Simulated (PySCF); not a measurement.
HO4Re, SMILES [Re](=[O])(=[O])([OH])=[O] (connectivity only; charge and spin as stated), charge -1, multiplicity 2. Atoms are numbered in the order given.

```xyz
6

Re     0.0559     0.0034     0.0000
O      0.0182    -0.8713    -1.5301
O      0.0182    -0.8713     1.5301
O      1.5390     0.9484     0.0000
O     -1.8589     0.5702     0.0000
H     -1.9216     1.5388     0.0000
```
Charge -1, spin multiplicity 2.

Geometry: PBE-D3(BJ)/def2-SVPD. A frequency run showed that this geometry is not a minimum. The multiplicity is an assumed one; no other spin state was optimised. The isomer is the one that the SMILES or the coordinates give; other isomers of the formula were not compared. The def2 effective core potentials stand for the cores of Re; spin–orbit coupling is left out. Other conformers were not sampled.

These are M06-2X/def2-SVPD (PySCF) values and carry that method's errors.

Mulliken values depend strongly on the basis, most of all with diffuse functions as here. ESP charges are fitted to the potential on shells at 1.4 to 2.0 van der Waals radii. Atomic charges (e):

```tsv
atom	ESP fit	Mulliken	Mulliken spin
Re1	___	2.07	0.79
O2	___	-0.84	0.08
O3	___	-0.84	0.08
O4	___	-0.86	0.06
O5	___	-0.72	-0.01
H6	___	0.19	-0.01
```

Problem. Fill in the missing entries. (Estimate from the structure and the level; the computed values follow.)

Solution. 
- Re1, ESP fit: 1.20
- O2, ESP fit: -0.59
- O3, ESP fit: -0.59
- O4, ESP fit: -0.64
- O5, ESP fit: -0.69
- H6, ESP fit: 0.32
